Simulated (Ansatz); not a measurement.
BHN (SMILES [B]=N), charge 0, multiplicity 2, relaxed at each level with Ansatz (a program for electronic structure); harmonic frequencies from differences of analytic forces, average atomic masses, frozen cores. Open shells are unrestricted.

```
level               harmonic frequencies (cm⁻¹)  ZPE (eV)  cost over HF/def2-TZVPP (rough)
------------------  ---------------------------  --------  -------------------------------
HF/def2-TZVPP                 563 563 1992 4077     0.446                               ×1
PBE0/def2-TZVPP               470 470 1928 3890     0.419                               ×2
wB97X-V/def2-TZVPP            484 484 1936 3882     0.421                               ×5
MP2/cc-pVTZ                   502 502 2044 3904     0.431                               ×2
CCSD(T)/cc-pVDZ               423 423 1878 3850     0.408                               ×2
CCSD(T)/cc-pVTZ               460 460 1891 3868     0.414                              ×30
```
